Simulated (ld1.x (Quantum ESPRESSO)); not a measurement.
What one change does to a pseudopotential (bromine, TM)

ld1.x (Quantum ESPRESSO) 7.5 input, shortened:

```
&input
   title='Br', zed=35., rel=1, dft='PBESOL', iswitch=3,
   config='[Ar] 3d10 4s2 4p5'
 /
 &inputp
   pseudotype=2, tm=.true., lloc=0,
   nlcc=.false.
 /
2
4P  2  1   5.00   0.00  1.40  1.40  0.0
4S  1  0   2.00   0.00  1.20  1.20  0.0
 &test
   configts(1)='4s2 4p5'
 /
```

Change: all radii scaled by about 0.76 (s 0.92, p 1.06 bohr).

Cutoffs: the cutoffs (Ry, on a coarse ladder) from which the occupation-weighted sum of valence levels, in a spherical-Bessel basis at the reference potential, stays within 10 and 1 mRy of its value at 400 Ry; they do not see the model core or the augmentation charge, which bear on the density cutoff. Errors are all-electron minus pseudo energies relative to the spin-unpolarised reference configuration.

Predict the effect on cutoff, ghosts and configuration errors.

Both files keep a bound ghost (p); the s channel binds one level more than in the base; of the 7 tests that both files solve, the error grows in 3 and shrinks in 3 by more than 15 % and 0.3 meV (median size 11.2 → 11.0 meV).

```tsv
quantity	base	changed
cutoff, loose	55 Ry	260 Ry
cutoff, tight	120 Ry	over 300 Ry
loose cutoff by channel (10 mRy a level)	p 21 Ry, s 45 Ry	p 180 Ry, s 260 Ry
bound ghosts	p	p
error for 4s2 4p4, meV [ΔE 12.55 eV]	-7.8	-1.4
error for 4s2 4p3, meV [ΔE 35.32 eV]	-31	+11
error for 4s2 4p2, meV [ΔE 69.33 eV]	-63	+85
error for 4s1 4p5, meV [ΔE 25.56 eV]	-11	-21
error for 4s2 4p4.5, meV [ΔE 5.07 eV]	-2.2	-0.8
error for 4s2 4p5.3, meV [ΔE -1.96 eV]	-0.1	-0.1
error for 4s2 4p1, meV [ΔE 115.40 eV]	-71	+315
```

 A true bound ghost makes a file unfit for plane-wave use even where its test errors are small: the radial tests pick states by their node count and pass the ghost by.
